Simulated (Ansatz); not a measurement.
Harmonic frequencies (cm⁻¹) at PBE0-D4/def2-TZVP from Ansatz: 36, 116, 161, 282, 381, 526, 535, 584, 704, 719, 723, 758, 1109, 1157, 1433, 1566, 2013, 3101, 3169, 3616, 3720.

Each molecule was computed in one conformer, which needn't be the lowest.

Which molecule is it?
A. `OCC=S`
B. `[NH2][GaH][CH2]Cl`
C. `Cl[CH]1[CH2][GeH2]1`
D. `[CH3][Ga]([NH2])[Cl]`

B.
